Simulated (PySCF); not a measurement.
## Correlation energy of Ru (ruthenium, neutral)

[Kr] 4d6 5s1 5p1, one real determinant (an excited configuration). Computed with PySCF 2.14 in def2-TZVPPD with the def2 core potential (28 electrons) (6s4p3d2f1g, 56 functions), with scalar relativity through the core potential. Frozen: nothing; 16 electrons correlated.

| level | correlation energy (mhartree) |
| --- | --- |
| CCSD | -433.64 |
| (T) | -11.86 |
| CCSD(T) | -445.50 |

Diagnostics: T1 = 0.010, D1 = 0.0461, largest double amplitude 0.041.

The real determinant used has ⟨L²⟩ near 8 against 12 for a pure F term, so it mixes terms.

Cost of the coupled-cluster step: about 11 core-seconds, for 16 correlated electrons.

Iterations:

```
CC2 = 0
CCSD nocc = (np.int64(11), np.int64(5)), nmo = (56, 56)
frozen orbitals [[], []]
max_cycle = 100
direct = 0
conv_tol = 1e-08
conv_tol_normt = 1e-06
diis_space = 8
diis_start_cycle = 0
Init t2, MP2 energy = -0.430801178750944
Init E_corr(UCCSD) = -0.430801178760416
cycle = 1  E_corr(UCCSD) = -0.4263248327202  dE = 0.00447634604  norm(t1,t2) = 0.051872
cycle = 2  E_corr(UCCSD) = -0.432548370739003  dE = -0.00622353802  norm(t1,t2) = 0.015711
cycle = 3  E_corr(UCCSD) = -0.433201622258828  dE = -0.00065325152  norm(t1,t2) = 0.00907684
cycle = 4  E_corr(UCCSD) = -0.43363134975583  dE = -0.000429727497  norm(t1,t2) = 0.00478689
cycle = 5  E_corr(UCCSD) = -0.433512610177689  dE = 0.000118739578  norm(t1,t2) = 0.00339471
cycle = 6  E_corr(UCCSD) = -0.433587320846847  dE = -7.47106692e-05  norm(t1,t2) = 0.00127579
cycle = 7  E_corr(UCCSD) = -0.433654926820405  dE = -6.76059736e-05  norm(t1,t2) = 0.000390194
cycle = 8  E_corr(UCCSD) = -0.43363507066778  dE = 1.98561526e-05  norm(t1,t2) = 0.00013322
cycle = 9  E_corr(UCCSD) = -0.433635680341719  dE = -6.0967394e-07  norm(t1,t2) = 3.53598e-05
cycle = 10  E_corr(UCCSD) = -0.43363658608268  dE = -9.05740961e-07  norm(t1,t2) = 1.08508e-05
cycle = 11  E_corr(UCCSD) = -0.433636384286526  dE = 2.01796154e-07  norm(t1,t2) = 3.08533e-06
cycle = 12  E_corr(UCCSD) = -0.433636384036162  dE = 2.50363563e-10  norm(t1,t2) = 9.90666e-07
UCCSD converged
E(UCCSD) = -94.49426055699598  E_corr = -0.4336363840361624
UCCSD(T) correction = -0.0118633785312385
```

The reference is one real determinant that mixes LS terms of this configuration.

The basis has no tight functions for the innermost shells, so their pair energies are far from complete.

This basis was not built for core-valence correlation, so the inner-shell part is incomplete.
